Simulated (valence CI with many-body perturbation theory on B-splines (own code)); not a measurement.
# E1 line list for Si⁺

Method: valence CI with perturbative core correlation (CI+MBPT): three valence electrons over a frozen Dirac-Fock core [Ne], radial functions for each j: 11 s, 11 p, 10 d, 8 f, 5 g, 2 h, with the one-electron correlation potential Σ1 (screened to all orders), the two-electron term Σ2, the three-electron term Σ3, Breit, model QED; selected single and double excitations, second order for the rest, scaled by the run's own slope (own B-spline code, finite nucleus).

Set against measurement, 38 paired levels are off by 64 cm⁻¹ on average, the worst by 151. These come from a selection out of the NIST Handbook of Basic Atomic Spectroscopic Data. Levels without a partner in it may be off by more.

Lines 101 to 150 of 388 in falling wavelength, among levels below 121929 cm⁻¹, chosen from the strongest by gf and those to the six lowest levels. Wavelengths and rates use the calculated energies, so an error of 60 cm⁻¹ moves a line at 9523 Å by 0.57 % and its rate by three times that or more. Electric multipoles are in the length gauge, E1 and E2 with the static RPA response of the core. Weak lines are less certain than strong ones. Lines between different terms over intervals too small for the method are left out, as are lines whose strength nearly cancels. The highest levels of a list are the least certain.

Names give the largest LS component (configuration and term), which can be under half, so a name can repeat, a term be missing and a line seem to break the LS rules; names also repeat where a configuration has a term twice.

| λ vac (Å) | λ from measured levels | Upper | Lower | A (s⁻¹) | S (a.u.) with core polarisation | S without |
| --- | --- | --- | --- | --- | --- | --- |
| 9650 |  | 3s3p4s ²P°_1/2 | 3s²6s ²S_1/2 | 1.64e+06 | 1.46e+00 | 1.46e+00 |
| 9523 | 9415 | 3s²5g ²G_7/2 | 3s²4f ²F°_5/2 | 6.83e+07 | 2.33e+02 | 2.33e+02 |
| 9522 | 9415 | 3s²5g ²G_7/2 | 3s²4f ²F°_7/2 | 2.53e+06 | 8.63e+00 | 8.63e+00 |
| 9522 | 9415 | 3s²5g ²G_9/2 | 3s²4f ²F°_7/2 | 7.08e+07 | 3.02e+02 | 3.02e+02 |
| 9508 |  | 3s3p4s ²P°_3/2 | 3s²6s ²S_1/2 | 1.55e+06 | 2.64e+00 | 2.64e+00 |
| 9334 | 9254 | 3s3p3d ²D°_3/2 | 3s²5s ²S_1/2 | 1.57e+02 | 2.52e-04 | 2.52e-04 |
| 9181 |  | 3s²6g ²G_7/2 | 3s3p3d ²D°_5/2 | 8.87e-03 | 2.71e-08 | 2.72e-08 |
| 7823 | 7852 | 3s²5f ²F°_7/2 | 3s²4d ²D_5/2 | 3.52e+07 | 6.65e+01 | 6.65e+01 |
| 7822 | 7852 | 3s²5f ²F°_5/2 | 3s²4d ²D_5/2 | 2.35e+06 | 3.33e+00 | 3.33e+00 |
| 7822 | 7851 | 3s²5f ²F°_5/2 | 3s²4d ²D_3/2 | 3.29e+07 | 4.66e+01 | 4.66e+01 |
| 7759 |  | 3s²6p ²P°_1/2 | 3s²4d ²D_3/2 | 4.96e+04 | 2.29e-02 | 2.32e-02 |
| 7751 |  | 3s²6p ²P°_3/2 | 3s²4d ²D_5/2 | 3.66e+04 | 3.37e-02 | 3.42e-02 |
| 7750 |  | 3s²6p ²P°_3/2 | 3s²4d ²D_3/2 | 4.07e+03 | 3.74e-03 | 3.80e-03 |
| 7612 | 7552 | 3s3p3d ⁴F°_3/2 | 3s²4d ²D_5/2 | 1.63e-01 | 1.42e-07 | 1.46e-07 |
| 7611 | 7551 | 3s3p3d ⁴F°_3/2 | 3s²4d ²D_3/2 | 1.39e+00 | 1.21e-06 | 1.25e-06 |
| 7598 |  | 3s²8s ²S_1/2 | 3s3p3d ²D°_3/2 | 4.03e-01 | 1.75e-07 | 1.73e-07 |
| 7576 | 7517 | 3s3p3d ⁴F°_5/2 | 3s²4d ²D_5/2 | 7.46e+02 | 9.60e-04 | 9.62e-04 |
| 7575 | 7516 | 3s3p3d ⁴F°_5/2 | 3s²4d ²D_3/2 | 9.80e+03 | 1.26e-02 | 1.26e-02 |
| 7526 | 7468 | 3s3p3d ⁴F°_7/2 | 3s²4d ²D_5/2 | 9.52e+03 | 1.60e-02 | 1.60e-02 |
| 7110 |  | 3s²7s ²S_1/2 | 3s²5p ²P°_3/2 | 1.05e+07 | 3.73e+00 | 3.72e+00 |
| 7098 |  | 3s²7s ²S_1/2 | 3s²5p ²P°_1/2 | 5.27e+06 | 1.86e+00 | 1.86e+00 |
| 6816 |  | 3s²6d ²D_3/2 | 3s²5p ²P°_3/2 | 2.13e+06 | 1.33e+00 | 1.33e+00 |
| 6816 |  | 3s²6d ²D_5/2 | 3s²5p ²P°_3/2 | 1.28e+07 | 1.20e+01 | 1.20e+01 |
| 6805 |  | 3s²6d ²D_3/2 | 3s²5p ²P°_1/2 | 1.07e+07 | 6.66e+00 | 6.66e+00 |
| 6742 |  | 3s²6d ²D_3/2 | 3s²4f ²F°_5/2 | 1.25e+06 | 7.59e-01 | 7.59e-01 |
| 6741 |  | 3s²6d ²D_5/2 | 3s²4f ²F°_5/2 | 5.96e+04 | 5.41e-02 | 5.42e-02 |
| 6741 |  | 3s²6d ²D_5/2 | 3s²4f ²F°_7/2 | 1.19e+06 | 1.08e+00 | 1.08e+00 |
| 6386 | 6373 | 3s²4p ²P°_1/2 | 3s²4s ²S_1/2 | 6.18e+07 | 1.59e+01 | 1.59e+01 |
| 6362 | 6349 | 3s²4p ²P°_3/2 | 3s²4s ²S_1/2 | 6.24e+07 | 3.17e+01 | 3.18e+01 |
| 6339 | 6313 | 3s3p4s ⁴P°_1/2 | 3s²4d ²D_3/2 | 1.67e+03 | 4.21e-04 | 4.20e-04 |
| 6293 | 6268 | 3s3p4s ⁴P°_3/2 | 3s²4d ²D_5/2 | 3.80e+03 | 1.87e-03 | 1.87e-03 |
| 6293 | 6267 | 3s3p4s ⁴P°_3/2 | 3s²4d ²D_3/2 | 4.72e+02 | 2.32e-04 | 2.32e-04 |
| 6286 |  | 3s²6g ²G_7/2 | 3s²4f ²F°_5/2 | 2.32e+07 | 2.28e+01 | 2.28e+01 |
| 6286 |  | 3s²6g ²G_7/2 | 3s²4f ²F°_7/2 | 8.60e+05 | 8.44e-01 | 8.43e-01 |
| 6286 |  | 3s²6g ²G_9/2 | 3s²4f ²F°_7/2 | 2.41e+07 | 2.95e+01 | 2.95e+01 |
| 6248 |  | 3s²6p ²P°_1/2 | 3s²5s ²S_1/2 | 5.38e+03 | 1.29e-03 | 1.33e-03 |
| 6243 |  | 3s²6p ²P°_3/2 | 3s²5s ²S_1/2 | 1.02e+04 | 4.91e-03 | 5.00e-03 |
| 6215 | 6191 | 3s3p4s ⁴P°_5/2 | 3s²4d ²D_5/2 | 6.95e+00 | 4.94e-06 | 4.93e-06 |
| 6215 | 6190 | 3s3p4s ⁴P°_5/2 | 3s²4d ²D_3/2 | 5.64e-01 | 4.01e-07 | 4.01e-07 |
| 6152 | 6137 | 3s3p3d ⁴F°_3/2 | 3s²5s ²S_1/2 | 3.69e-02 | 1.70e-08 | 1.70e-08 |
| 6003 | 5981 | 3s²5s ²S_1/2 | 3s²4p ²P°_3/2 | 8.69e+07 | 1.86e+01 | 1.85e+01 |
| 5981 | 5959 | 3s²5s ²S_1/2 | 3s²4p ²P°_1/2 | 4.36e+07 | 9.20e+00 | 9.19e+00 |
| 5564 |  | 3s²8s ²S_1/2 | 3s²5p ²P°_3/2 | 5.73e+06 | 9.74e-01 | 9.73e-01 |
| 5557 |  | 3s²8s ²S_1/2 | 3s²5p ²P°_1/2 | 2.87e+06 | 4.86e-01 | 4.86e-01 |
| 5493 |  | 3s²7p ²P°_1/2 | 3s²4d ²D_3/2 | 7.69e+05 | 1.26e-01 | 1.26e-01 |
| 5485 |  | 3s²7p ²P°_3/2 | 3s²4d ²D_5/2 | 5.87e+05 | 1.91e-01 | 1.92e-01 |
| 5485 |  | 3s²7p ²P°_3/2 | 3s²4d ²D_3/2 | 6.57e+04 | 2.14e-02 | 2.15e-02 |
| 5470 |  | 3s²6f ²F°_7/2 | 3s²4d ²D_5/2 | 2.09e+07 | 1.35e+01 | 1.35e+01 |
| 5470 |  | 3s²6f ²F°_5/2 | 3s²4d ²D_5/2 | 1.40e+06 | 6.76e-01 | 6.76e-01 |
| 5469 |  | 3s²6f ²F°_5/2 | 3s²4d ²D_3/2 | 1.95e+07 | 9.47e+00 | 9.47e+00 |
